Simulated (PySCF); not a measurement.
GeH2O2, SMILES [OH][Ge][OH] (connectivity only; charge and spin as stated), neutral, multiplicity 1. Atoms are numbered in the order given.

```xyz
5

Ge     0.0000     0.0000     0.4311
O      0.0000     1.3152    -0.8137
H      0.0000     2.1900    -0.3875
O      0.0000    -1.3152    -0.8137
H      0.0000    -2.1900    -0.3875
```
Charge 0, spin multiplicity 1.

Coordinates come from a PBE-D3(BJ)/def2-TZVP optimisation. Other conformers were not sampled.

Calculation: TDDFT-M06-2X/def2-SVPD (PySCF 2.14.0).

Vertical excitations. The molecule is in vacuum. State labels are in the subgroup C2v.

| state | symmetry | energy (eV) | λ (nm) | f | main pairs |
|---|---|---|---|---|---|
| S1 | B1 | 4.61 | 269 | 0.082 | HOMO→LUMO 99 % |
| S2 | B2 | 6.19 | 200 | 0.092 | HOMO→LUMO+1 67 %, HOMO−1→LUMO 30 % |
| S3 | B2 | 7.02 | 177 | 0.262 | HOMO−1→LUMO 66 %, HOMO→LUMO+1 30 % |
| S4 | A1 | 7.14 | 174 | 0.000 | HOMO→LUMO+2 90 % |
| S5 | A2 | 7.41 | 167 | 0.000 | HOMO−3→LUMO 96 % |
| S6 | A1 | 7.57 | 164 | 0.051 | HOMO−2→LUMO 53 %, HOMO→LUMO+3 37 % |
| S7 | B1 | 7.67 | 162 | 0.033 | HOMO−1→LUMO+1 88 % |
| S8 | A1 | 7.88 | 157 | 0.332 | HOMO→LUMO+3 57 %, HOMO−2→LUMO 33 % |
| S9 | A2 | 8.12 | 153 | 0.000 | HOMO−2→LUMO+1 43 %, HOMO−1→LUMO+2 42 %, HOMO−1→LUMO+3 8 % |
| S10 | A1 | 8.60 | 144 | 0.026 | HOMO→LUMO+5 85 % |
| T1 | B1 | 2.98 | 416 | 0 | HOMO→LUMO 96 % |
| T2 | B2 | 5.02 | 247 | 0 | HOMO→LUMO+1 82 % |
| T3 | B2 | 5.72 | 217 | 0 | HOMO−1→LUMO 96 % |
| T4 | A1 | 6.48 | 191 | 0 | HOMO−2→LUMO 90 % |
Triplets are in the Tamm–Dancoff approximation, which puts them higher than full response would, so one can lie above its singlet here.
